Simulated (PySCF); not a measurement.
Au(Cl) anion (AuCl), SMILES [Cl][Au] (connectivity only; charge and spin as stated), charge -1, multiplicity 2. Atoms are numbered in the order given.

```xyz
2

Au     0.0000     0.0000    -0.4316
Cl     0.0000     0.0000     2.0055
```
Charge -1, spin multiplicity 2.

The structure is a stationary point at PBE-D3(BJ)/def2-TZVPD. The spin state was assumed, not searched. The def2 effective core potentials stand for the cores of Au; spin–orbit coupling is left out.

These are PySCF with r2SCAN/def2-TZVPD values and carry that method's errors.

Gas-phase values at a fixed geometry. A positive occupied level means that this level leaves the electron formally unbound; only the finite basis holds it.

```json
{
  "total_energy": "-596.06768 hartree",
  "point_group": "C∞v",
  "α spin, highest occupied and lowest empty level": "0.10 and 4.20 eV",
  "β spin, highest occupied and lowest empty level": "-1.06 and 1.62 eV",
  "dipole_moment_about_the_centre_of_nuclear_charge": "2.96 D",
  "mean_static_polarisability": "77.7 bohr³ (11.52 Å³)",
  "polarisability_principal_values": "65.1, 65.1, 103.1 bohr³",
  "⟨S²⟩": "0.757 (pure state 0.75)"
}
```
